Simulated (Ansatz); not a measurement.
Molecule: sum formula ReO2H2, charge 0, multiplicity 4. The spin state was set by rule; other spins were not relaxed. SMILES: [OH][Re][OH]
Structure (B3LYP-D3(BJ)/def2-TZVP (Ansatz, a program for electronic structure) minimum search):
```
Re
O 1 1.8816
H 2 0.9642 1 126.29
O 1 1.8816 2 168.78 3 -96.88
H 4 0.9642 1 126.29 2 96.88
```
Charge 0, spin multiplicity 4.

Wanted: vertical ionisation energy (to the quintet state of charge +1; each state is the SCF solution reached for its spin; the UHF <S^2> is 6.11 for the quintet (pure: 6.00)), in eV. Valence correlation only, unless marked. Open shells are spin-unrestricted. Spin-orbit coupling is left out. Frozen are the shells of the preceding noble gas and the d and f shells that filled before the atom's block. In def2 rows, elements after Kr have scalar-relativistic effective core potentials. CBS(X,Y): correlation extrapolated as X^-3; Hartree-Fock from the larger set. [CCSD(T)-MP2]/basis is that difference in the basis named.

```json
[
 {"level": "HF/def2-SVPD", "program": "Ansatz", "vertical ionisation energy (eV)": "6.57"}
]
```

**Question.** Estimate the value at RI-MP2/CBS(def2-TZVPPD,def2-QZVPPD)+[CCSD(T)-MP2]/def2-TZVPPD as computed with Ansatz.

**Answer.** 7.77 eV, so HF/def2-SVPD differs from it by -1.20 eV.
